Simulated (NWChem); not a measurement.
System: selenium dioxide (SeO2); SMILES O=[Se]=O

Results from NWChem. Pople sets run with spherical d functions. This build's default masses of Se (78.918 u) and Br (79.917 u) are each other's, which moves their modes by up to 0.6 %. Each level has its own optimisation; frequencies are unscaled.

For level B3LYP/6-31G*:

| Item | Value |
|---|---|
| dipole (D) | 2.67 |

What are these values for level LDA (Slater exchange, VWN5)/def2-SVP?

The dipole (D) is 2.49.
